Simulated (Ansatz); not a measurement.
Geometry optimisation of H4OS3Ti, SMILES `[OH][Ti]([SH])([SH])[SH]`.

```yaml
crystal:
  periodic: [false, false, false]
  atoms:
    - {symbol: O, position_ang: [0.851112, 1.880196, -0.334771]}
    - {symbol: Ti, position_ang: [0.081308, 0.299871, -0.215500]}
    - {symbol: S, position_ang: [1.690442, -1.331361, -0.432583]}
    - {symbol: S, position_ang: [-1.606491, 0.195171, -1.756781]}
    - {symbol: S, position_ang: [-0.998571, -0.033985, 1.784031]}
    - {symbol: H, position_ang: [0.919777, 2.686918, 0.207883]}
    - {symbol: H, position_ang: [0.736838, -2.280623, -0.190667]}
    - {symbol: H, position_ang: [-1.782135, -1.126828, -1.457025]}
    - {symbol: H, position_ang: [0.196119, -0.335561, 2.378212]}
basis:
  gaussian: {orbitals: def2-TZVP}
hamiltonian: {xc: pbe0, dispersion: d4}
relax: {f_tol: 0.005, max_steps: 150}
```

```sh
$ ansatz run in.yaml --threads 4 --pin off --events-out ev --progress --plain --max-ram 11315MiB
```

Shortened log:

```
Functional definition: PBE0
mean field -57721.41831029 eV, -2121.2229979204 hartree, gradient 2.3e-5 eV, S^2 0.000000; 0 other end points of the search recorded, 0 dependent functions left out
relax step   1: F+E_penalty+E_count = -57721.69345473 eV  Δ(F+E_penalty+E_count) = +0.000e0 eV  max|allowed force component| = 6.448e-1 eV/Å  Δτ_max = 0.0000 Å  (34 SCF iters, accepted)
mean field -57721.43997464 eV, -2121.2237940710 hartree, gradient 1.1e-5 eV, S^2 0.000000; 0 other end points of the search recorded, 0 dependent functions left out
relax step   2: F+E_penalty+E_count = -57721.71569249 eV  Δ(F+E_penalty+E_count) = -2.224e-2 eV  max|allowed force component| = 1.956e-1 eV/Å  Δτ_max = 0.0356 Å  (36 SCF iters, accepted)
mean field -57721.44316628 eV, -2121.2239113614 hartree, gradient 2.0e-5 eV, S^2 0.000000; 0 other end points of the search recorded, 0 dependent functions left out
relax step   3: F+E_penalty+E_count = -57721.71876317 eV  Δ(F+E_penalty+E_count) = -3.071e-3 eV  max|allowed force component| = 5.229e-2 eV/Å  Δτ_max = 0.0197 Å  (36 SCF iters, accepted)
mean field -57721.44387784 eV, -2121.2239375108 hartree, gradient 2.1e-5 eV, S^2 0.000000; 0 other end points of the search recorded, 0 dependent functions left out
relax step   4: F+E_penalty+E_count = -57721.71909949 eV  Δ(F+E_penalty+E_count) = -3.363e-4 eV  max|allowed force component| = 3.323e-2 eV/Å  Δτ_max = 0.0185 Å  (35 SCF iters, accepted)
mean field -57721.44399095 eV, -2121.2239416675 hartree, gradient 2.1e-5 eV, S^2 0.000000; 0 other end points of the search recorded, 0 dependent functions left out
relax step   5: F+E_penalty+E_count = -57721.71926563 eV  Δ(F+E_penalty+E_count) = -1.661e-4 eV  max|allowed force component| = 3.510e-2 eV/Å  Δτ_max = 0.0057 Å  (36 SCF iters, accepted)
mean field -57721.44260398 eV, -2121.2238906971 hartree, gradient 2.6e-5 eV, S^2 0.000000; 0 other end points of the search recorded, 0 dependent functions left out
relax step   6: F+E_penalty+E_count = -57721.71850344 eV  Δ(F+E_penalty+E_count) = +7.622e-4 eV  max|allowed force component| = 3.115e-1 eV/Å  Δτ_max = 0.0291 Å  (36 SCF iters, rejected (line search))
mean field -57721.44448407 eV, -2121.2239597893 hartree, gradient 1.9e-5 eV, S^2 0.000000; 0 other end points of the search recorded, 0 dependent functions left out
relax step   7: F+E_penalty+E_count = -57721.71989141 eV  Δ(F+E_penalty+E_count) = -6.258e-4 eV  max|allowed force component| = 1.496e-2 eV/Å  Δτ_max = 0.0145 Å  (35 SCF iters, accepted)
mean field -57721.44509439 eV, -2121.2239822183 hartree, gradient 1.2e-5 eV, S^2 0.000000; 0 other end points of the search recorded, 0 dependent functions left out
relax step   8: F+E_penalty+E_count = -57721.72046972 eV  Δ(F+E_penalty+E_count) = -5.783e-4 eV  max|allowed force component| = 6.374e-3 eV/Å  Δτ_max = 0.0346 Å  (35 SCF iters, accepted)
mean field -57721.44511712 eV, -2121.2239830534 hartree, gradient 1.9e-5 eV, S^2 0.000000; 0 other end points of the search recorded, 0 dependent functions left out
relax step   9: F+E_penalty+E_count = -57721.72051273 eV  Δ(F+E_penalty+E_count) = -4.302e-5 eV  max|allowed force component| = 2.172e-3 eV/Å  Δτ_max = 0.0070 Å  (36 SCF iters, accepted)
mean field -57721.44511712 eV, -2121.2239830534 hartree, gradient 4.0e-5 eV, S^2 0.000000; 1 other end points of the search recorded, 0 dependent functions left out
Total energy: -57721.72054546 eV, -2121.2341048582 hartree
Atom 0 at     0.834175     1.861464    -0.314602 Å, force     0.000666     0.000069    -0.000553 eV/Å
Atom 1 at     0.062831     0.287490    -0.195247 Å, force    -0.002172     0.000853     0.001596 eV/Å
Atom 2 at     1.678857    -1.310402    -0.461597 Å, force     0.000095    -0.000412    -0.000474 eV/Å
Atom 3 at    -1.613987     0.202277    -1.734812 Å, force     0.000170     0.000922     0.000347 eV/Å
Atom 4 at    -1.004088    -0.067896     1.796415 Å, force     0.000913    -0.000944    -0.000969 eV/Å
Atom 5 at     0.970830     2.682602     0.159705 Å, force     0.000213    -0.000422    -0.000401 eV/Å
Atom 6 at     0.794338    -2.289863    -0.188815 Å, force     0.000532     0.000389     0.000735 eV/Å
Atom 7 at    -1.800641    -1.112288    -1.503467 Å, force     0.000243    -0.000530    -0.000039 eV/Å
Atom 8 at     0.166084    -0.299586     2.425220 Å, force    -0.000661     0.000075    -0.000242 eV/Å
Dipole moment:     0.123497     0.138327     0.229895 e Å
```

Run time 18 s (4 threads of an AMD EPYC 9R45 on a shared host); peak host memory 0.78 GiB.
